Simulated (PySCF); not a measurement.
InHClBr, SMILES [Br][InH][Cl]. Atoms are numbered in the order given.

```xyz
4

In    -0.5832    -0.5019     0.0000
H     -2.2513    -0.8551     0.0000
Cl     1.0599    -2.1690     0.0000
Br     0.3660     1.7807     0.0000
```
Charge 0, spin multiplicity 1.

Coordinates come from a PBE0-D3(BJ)/def2-SVP optimisation. The def2 effective core potentials stand for the cores of In; spin–orbit coupling is left out.

These are PySCF with PBE0-D3(BJ)/def2-SVP values and carry that method's errors.

Frequencies are harmonic and unscaled.

| mode | ν (cm⁻¹) | IR (km/mol) | moving atoms (share of kinetic energy) |
|---|---|---|---|
| 1 | 88 | 5.5 | Cl 52 %, Br 24 %, In 23 % |
| 2 | 259 | 29.3 | Br 59 %, In 39 % |
| 3 | 370 | 40.1 | H 94 % |
| 4 | 371 | 74.4 | Cl 72 %, In 25 % |
| 5 | 470 | 87.6 | H 95 % |
| 6 | 1870 | 102.3 | H 99 % |
